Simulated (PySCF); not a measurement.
System: C$_{5}$H$_{5}$S, net charge -1, singlet state. It need not be the lowest isomer of its formula. Whether it binds its extra electron was not tested at this geometry. 
Structure (B3LYP-D3(BJ)/def2-TZVP (Ansatz) minimum search):
SMILES: [CH2-]c1cccs1
```xyz
11

C     -2.2544    -0.2494    -0.1019
C     -0.8912    -0.2273     0.0994
C     -0.0648    -0.9399     1.0096
C      1.3073    -0.6412     0.9122
C      1.6459     0.2858    -0.0382
S      0.1856     0.8281    -0.8683
H     -2.8786    -0.8986     0.4997
H     -2.7354     0.3659    -0.8494
H     -0.4791    -1.6509     1.7130
H      2.0528    -1.1122     1.5466
H      2.6133     0.6773    -0.3033
```
Charge -1, spin multiplicity 1.

Dispersion corrections to the total energy (kcal/mol) from the dftd3 and dftd4 libraries through PySCF: D3(BJ) without and D4 with the three-body term, each with the damping fitted for the functional named.

```json
[
 {"functional": "B3LYP", "D3(BJ)": "-12.40", "D4": "___"},
 {"functional": "PBE0", "D3(BJ)": "-6.08", "D4": "___"},
 {"functional": "B2GP-PLYP", "D3(BJ)": "-4.77", "D4": "-3.35"},
 {"functional": "BHLYP", "D3(BJ)": "-9.82", "D4": "-9.51"},
 {"functional": "PBE", "D3(BJ)": "-6.97", "D4": "___"},
 {"functional": "TPSSh", "D3(BJ)": "-8.15", "D4": "-9.81"},
 {"functional": "BLYP", "D3(BJ)": "-15.15", "D4": "-17.90"}
]
```

### Question
Some entries are withheld; supply them.

### Answer

- B3LYP, D4: -12.93
- PBE0, D4: -6.72
- PBE, D4: -8.00
